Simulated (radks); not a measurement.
The numbers below are computed, except where a source is named.
Q: Coherent X-ray form factor from a spherical all-electron density. Level of theory: Dirac Kohn-Sham, LDA (Slater exchange, Perdew-Wang correlation), spin-unpolarised, spherical densities, finite nucleus; Fermi nuclear charge, rms radius of each element as measured or else 0.836 A^(1/3) + 0.57 fm (a radial shooting solver on a logarithmic mesh with Libxc functionals).

sin(theta)/lambda (1/angstrom),f0 (electrons)
0.05,66.411
0.1,64.729
0.15,62.177
0.2,59.054
0.25,55.657
0.3,52.227
0.4,45.846
0.5,40.424
0.6,35.883
0.8,28.726
1,23.530
1.25,19.226
1.5,16.552
2,13.053

The species is in the configuration that NIST lists as its ground one. Which atom or ion scatters so?

A: The ytterbium ion Yb3+, [Xe] 4f13. Extrapolating in s^2 from the first two rows gives f0(0) = 67.0, near the electron count 67; among species with that count, the fall with angle is slower the higher Z, and the table is that of Z = 70; from so few rows the species is fixed only to a neighbour or two.
